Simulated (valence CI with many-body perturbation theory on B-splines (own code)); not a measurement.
Cu15+: calculated level list

Method: relativistic CI+MBPT: four valence electrons over a frozen Dirac-Fock core [Ne], radial functions for each j: 11 s, 11 p, 9 d, 7 f, 5 g, 2 h, 1 i, with the one-electron correlation potential Σ1 (screened to all orders), the two-electron term Σ2, the three-electron term Σ3, Breit, model QED; selected single and double excitations, second order for the rest (own B-spline code, finite nucleus).

No measured levels were compared; by estimate levels of excited configurations hold to 0.05 to 0.15 % of their energy, terms of the ground configuration to about 0.5 %.

Levels 1 to 45 of 71, with energies above the lowest level, 3s²3p² ³P_0. "Leading %" is the weight of the configuration and term that name the level; weights of strongly mixed levels are sums over their largest components and can fall short. In the jj column 3d3/2^4 stands for four electrons in 3d with j = 3/2.

```tsv
No.	Configuration	Term	J	E (cm⁻¹)	Leading %	Second component	g	Leading jj
1	3s²3p²	³P	0	0	91	6 % 3s²3p² ¹S		3s^2 3p1/2^2 (85 %)
2	3s²3p²	³P	1	18593	97		1.500	3s^2 3p1/2 3p3/2 (97 %)
3	3s²3p²	³P	2	32776	80	17 % 3s²3p² ¹D	1.410	3s^2 3p1/2 3p3/2 (73 %)
4	3s²3p²	¹D	2	72124	80	17 % 3s²3p² ³P	1.089	3s^2 3p3/2^2 (73 %)
5	3s²3p²	¹S	0	123780	90	6 % 3s²3p² ³P		3s^2 3p3/2^2 (84 %)
6	3s3p³	⁵S°	2	276300	97		1.988	3s 3p1/2 3p3/2^2 (51 %)
7	3s3p³	³D°	1	360950	81	10 % 3s²3p3d ³D°	0.569	3s 3p1/2^2 3p3/2 (42 %)
8	3s3p³	³D°	2	361420	79	9 % 3s²3p3d ³D°	1.203	3s 3p1/2 3p3/2^2 (57 %)
9	3s3p³	³D°	3	368050	88	10 % 3s²3p3d ³D°	1.333	3s 3p1/2 3p3/2^2 (88 %)
10	3s3p³	³P°	0	413730	89	9 % 3s²3p3d ³P°		3s 3p1/2 3p3/2^2 (89 %)
11	3s3p³	³P°	1	415630	82	8 % 3s²3p3d ³P°	1.440	3s 3p1/2 3p3/2^2 (62 %)
12	3s3p³	³P°	2	417010	67	8 % 3s3p³ ³D°	1.415	3s 3p3/2^3 (44 %)
13	3s3p³	¹D°	2	455320	48	37 % 3s²3p3d ¹D°	1.056	3s 3p1/2 3p3/2^2 (33 %)
14	3s3p³	³S°	1	511300	68	25 % 3s3p³ ¹P°	1.715	3s 3p1/2 3p3/2^2 (55 %)
15	3s²3p3d	³F°	2	525550	95		0.675	3s^2 3p1/2 3d3/2 (75 %)
16	3s²3p3d	³F°	3	537490	96		1.085	3s^2 3p1/2 3d5/2 (55 %)
17	3s3p³	¹P°	1	547780	61	26 % 3s3p³ ³S°	1.271	3s 3p3/2^3 (56 %)
18	3s²3p3d	³F°	4	556250	97		1.249	3s^2 3p3/2 3d5/2 (97 %)
19	3s²3p3d	³P°	2	591660	46	19 % 3s²3p3d ¹D°	1.279	3s^2 3p1/2 3d5/2 (70 %)
20	3s²3p3d	³D°	1	602380	46	39 % 3s²3p3d ³P°	0.958	3s^2 3p1/2 3d3/2 (67 %)
21	3s²3p3d	¹D°	2	613930	35	22 % 3s3p³ ¹D°	1.109	3s^2 3p3/2 3d3/2 (30 %)
22	3s²3p3d	³P°	0	617710	88	9 % 3s3p³ ³P°		3s^2 3p3/2 3d3/2 (88 %)
23	3s²3p3d	³P°	1	622850	48	38 % 3s²3p3d ³D°	1.050	3s^2 3p3/2 3d3/2 (77 %)
24	3s²3p3d	³D°	3	624920	84	9 % 3s3p³ ³D°	1.323	3s^2 3p3/2 3d5/2 (52 %)
25	3s²3p3d	³D°	2	627060	53	29 % 3s²3p3d ³P°	1.270	3s^2 3p3/2 3d5/2 (43 %)
26	3s²3p3d	¹F°	3	681110	94		1.006	3s^2 3p3/2 3d3/2 (39 %)
27	3s²3p3d	¹P°	1	698800	84	9 % 3s3p³ ¹P°	0.990	3s^2 3p3/2 3d5/2 (64 %)
28	3p⁴	³P	2	743740	52	29 % 3s3p²3d ³P	1.423	3p1/2^2 3p3/2^2 (59 %)
29	3p⁴	³P	1	767220	57	39 % 3s3p²3d ³P	1.489	3p1/2 3p3/2^3 (57 %)
30	3p⁴	³P	0	770250	55	36 % 3s3p²3d ³P		3p1/2^2 3p3/2^2 (36 %)
31	3s3p²3d	⁵F	1	778590	95		0.044	3s 3p1/2^2 3d3/2 (44 %)
32	3p⁴	¹D	2	781000	52	22 % 3s3p²3d ¹D	1.072	3p1/2 3p3/2^3 (55 %)
33	3s3p²3d	⁵F	2	782650	87	4 % 3s3p²3d ⁵D	1.030	3s 3p1/2 3p3/2 3d3/2 (42 %)
34	3s3p²3d	⁵F	3	789020	91	8 % 3s3p²3d ⁵D	1.270	3s 3p1/2 3p3/2 3d3/2 (42 %)
35	3s3p²3d	⁵F	4	798420	92	7 % 3s3p²3d ⁵D	1.358	3s 3p1/2 3p3/2 3d5/2 (67 %)
36	3s3p²3d	⁵F	5	810100	98		1.396	3s 3p3/2^2 3d5/2 (54 %)
37	3s3p²3d	⁵D	0	810530	97			3s 3p1/2 3p3/2 3d3/2 (82 %)
38	3s3p²3d	⁵D	1	811610	95		1.474	3s 3p1/2 3p3/2 3d3/2 (64 %)
39	3s3p²3d	⁵D	2	813180	88	5 % 3s3p²3d ⁵F	1.456	3s 3p1/2 3p3/2 3d3/2 (43 %)
40	3s3p²3d	⁵D	3	815630	80	7 % 3s3p²3d ⁵F	1.451	3s 3p1/2 3p3/2 3d3/2 (30 %)
41	3s3p²3d	⁵D	4	820940	80	13 % 3s3p²3d ³F	1.454	3s 3p1/2 3p3/2 3d5/2 (56 %)
42	3s3p²3d	³F	2	836740	90	6 % 3s²3d² ³F	0.689	3s 3p1/2 3p3/2 3d5/2 (36 %)
43	3s3p²3d	³F	3	845210	84	6 % 3s3p²3d ⁵D	1.117	3s 3p1/2 3p3/2 3d5/2 (39 %)
44	3s3p²3d	³F	4	858410	78	13 % 3s3p²3d ⁵D	1.282	3s 3p3/2^2 3d5/2 (73 %)
45	3s3p²3d	⁵P	3	864680	92	4 % 3s3p²3d ⁵D	1.650	3s 3p1/2 3p3/2 3d5/2 (49 %)
```

Names give the largest LS component (configuration and term), which can be under half, so a name can repeat, a term be missing and a line seem to break the LS rules; names also repeat where a configuration has a term twice.

Where two levels of one J and parity lie close, their mixing, g and order are uncertain.

The ionisation energy to 3s²3p ²P°1/2 of the next ion comes out as 518 eV (NIST: 518.7 ± 1.2 eV (semi-empirical)). All 71 levels together are meant to be complete up to 1005200 cm⁻¹.
